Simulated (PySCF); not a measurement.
C₃H₁₃OPSi₂.
Z-matrix (Å and degrees, PBE0-D3(BJ)/def2-SVP geometry), rows numbered from 1:
```
C 
C   1  1.5276
C   2  1.5292  1  112.19
Si  2  1.9005  1  111.66  3   124.67
Si  4  2.3400  2  112.54  1   171.46
O   5  1.6799  4  106.42  2    48.49
P   5  2.2725  4  113.85  2   169.92
H   1  1.1028  2  111.24  3   -62.38
H   1  1.1010  2  112.21  3   177.06
H   1  1.1034  2  110.83  3    56.72
H   2  1.1063  1  108.45  3  -119.79
H   3  1.1007  2  112.08  1   179.68
H   3  1.1030  2  110.86  1   -59.22
H   3  1.1028  2  110.88  1    59.72
H   4  1.5004  2  110.17  1   -67.61
H   4  1.5005  2  111.13  1    51.46
H   5  1.5031  4  111.40  2   -72.35
H   6  0.9628  5  116.13  4  -179.72
H   7  1.4298  5   92.48  4    62.22
H   7  1.4287  5   95.06  4   -32.17
```

Computed with PySCF 2.14.0, PBE0-D3(BJ)/def2-SVP geometry optimisation, gas phase.

Take the most abundant isotopes and a rigid rotor. The values belong to one conformer with, in the numbering `[CH3:1][CH:2]([CH3:3])[SiH2:4][Si@@H:5]([OH:6])[PH2:7]`, C1–C2–Si4–Si5 171°, C2–Si4–Si5–O6 48°, Si4–Si5–O6–H 180°, Si4–Si5–P7–H 62° and -32°.

**Question.** What are A, B and C (MHz)?

**Answer.** Ia = 181.48, Ib = 779.79, Ic = 902.13 u·Å²; 505379 MHz·u·Å²/I gives A = 2785, B = 648.1, C = 560.2 MHz.

**Question.** Classify the top.

**Answer.** A near-prolate asymmetric top. Ray's parameter κ = (2B − A − C)/(A − C) = -0.921; −1 is the prolate and +1 the oblate limit.

**Question.** Is it planar, by Δ = Ic − Ia − Ib?

**Answer.** Not planar: Δ = Ic − Ia − Ib = -59.14 u·Å². For a rigid frame Δ = −2 Σ m c², so Σ m c² = 29.57 u·Å² lies off the ab plane: 15.49 from hydrogen and 14.08 from heavier atoms. The atom farthest from that plane is 2.01 Å away.

**Question.** Give the coordinates in the principal-axis frame, origin at the centre of mass.

**Answer.** The sense of each axis is arbitrary; atoms in the order of the calculation.
| atom | mass (u) | a (Å) | b (Å) | c (Å) |
| --- | --- | --- | --- | --- |
| C1 | 12.000 | -3.632 | 0.876 | 0.070 |
| C2 | 12.000 | -2.410 | -0.014 | 0.290 |
| C3 | 12.000 | -2.495 | -1.318 | -0.505 |
| Si4 | 27.977 | -0.794 | 0.902 | -0.107 |
| Si5 | 27.977 | 1.105 | -0.315 | 0.519 |
| O6 | 15.995 | 0.892 | -1.868 | -0.084 |
| P7 | 30.974 | 3.054 | 0.562 | -0.253 |
| H8 | 1.008 | -3.717 | 1.184 | -0.986 |
| H9 | 1.008 | -3.596 | 1.791 | 0.681 |
| H10 | 1.008 | -4.561 | 0.339 | 0.327 |
| H11 | 1.008 | -2.348 | -0.263 | 1.366 |
| H12 | 1.008 | -1.612 | -1.956 | -0.349 |
| H13 | 1.008 | -3.392 | -1.894 | -0.220 |
| H14 | 1.008 | -2.569 | -1.115 | -1.586 |
| H15 | 1.008 | -0.707 | 1.186 | -1.578 |
| H16 | 1.008 | -0.728 | 2.218 | 0.611 |
| H17 | 1.008 | 1.272 | -0.340 | 2.012 |
| H18 | 1.008 | 1.600 | -2.495 | 0.100 |
| H19 | 1.008 | 2.871 | 1.775 | 0.480 |
| H20 | 1.008 | 2.490 | 1.082 | -1.458 |

**Question.** Which lines would a microwave search look for?

**Answer.** The dipole components are |μa| = 0.45 D, |μb| = 0.41 D, |μc| = 0.57 D. The squared components, which scale the intensities, stand as 0.62 : 0.52 : 1.00 (a : b : c). Some lines, for components of 0.1 D or more:

```json
{"type": "a", "branch": "R", "J(Ka,Kc)": "1(0,1) ← 0(0,0)", "MHz": "1208", "lower level (cm⁻¹)": "0.000"}
{"type": "c", "branch": "Q", "J(Ka,Kc)": "2(1,2) ← 2(0,2)", "MHz": "2051", "lower level (cm⁻¹)": "0.121"}
{"type": "c", "branch": "Q", "J(Ka,Kc)": "1(1,1) ← 1(0,1)", "MHz": "2137", "lower level (cm⁻¹)": "0.040"}
{"type": "b", "branch": "Q", "J(Ka,Kc)": "1(1,0) ← 1(0,1)", "MHz": "2225", "lower level (cm⁻¹)": "0.040"}
{"type": "b", "branch": "Q", "J(Ka,Kc)": "2(1,1) ← 2(0,2)", "MHz": "2315", "lower level (cm⁻¹)": "0.121"}
{"type": "a", "branch": "R", "J(Ka,Kc)": "2(1,2) ← 1(1,1)", "MHz": "2329", "lower level (cm⁻¹)": "0.112"}
{"type": "a", "branch": "R", "J(Ka,Kc)": "2(0,2) ← 1(0,1)", "MHz": "2414", "lower level (cm⁻¹)": "0.040"}
{"type": "a", "branch": "R", "J(Ka,Kc)": "2(1,1) ← 1(1,0)", "MHz": "2504", "lower level (cm⁻¹)": "0.115"}
{"type": "b", "branch": "R", "J(Ka,Kc)": "1(1,1) ← 0(0,0)", "MHz": "3345", "lower level (cm⁻¹)": "0.000"}
{"type": "c", "branch": "R", "J(Ka,Kc)": "1(1,0) ← 0(0,0)", "MHz": "3433", "lower level (cm⁻¹)": "0.000"}
{"type": "b", "branch": "R", "J(Ka,Kc)": "2(1,2) ← 1(0,1)", "MHz": "4465", "lower level (cm⁻¹)": "0.040"}
{"type": "c", "branch": "R", "J(Ka,Kc)": "2(1,1) ← 1(0,1)", "MHz": "4729", "lower level (cm⁻¹)": "0.040"}
{"type": "c", "branch": "Q", "J(Ka,Kc)": "2(2,1) ← 2(1,1)", "MHz": "6410", "lower level (cm⁻¹)": "0.198"}
{"type": "b", "branch": "Q", "J(Ka,Kc)": "2(2,0) ← 2(1,1)", "MHz": "6413", "lower level (cm⁻¹)": "0.198"}
{"type": "b", "branch": "Q", "J(Ka,Kc)": "2(2,1) ← 2(1,2)", "MHz": "6674", "lower level (cm⁻¹)": "0.189"}
{"type": "b", "branch": "R", "J(Ka,Kc)": "2(2,1) ← 1(1,0)", "MHz": "8915", "lower level (cm⁻¹)": "0.115"}
{"type": "c", "branch": "R", "J(Ka,Kc)": "2(2,0) ← 1(1,0)", "MHz": "8917", "lower level (cm⁻¹)": "0.115"}
{"type": "c", "branch": "R", "J(Ka,Kc)": "2(2,1) ← 1(1,1)", "MHz": "9002", "lower level (cm⁻¹)": "0.112"}
{"type": "b", "branch": "R", "J(Ka,Kc)": "2(2,0) ← 1(1,1)", "MHz": "9005", "lower level (cm⁻¹)": "0.112"}
```

Stationary, but not proved a minimum. Zero-point vibration and centrifugal distortion are left out. A rigid rotor knows nothing of internal rotation, which can split or shift real lines.
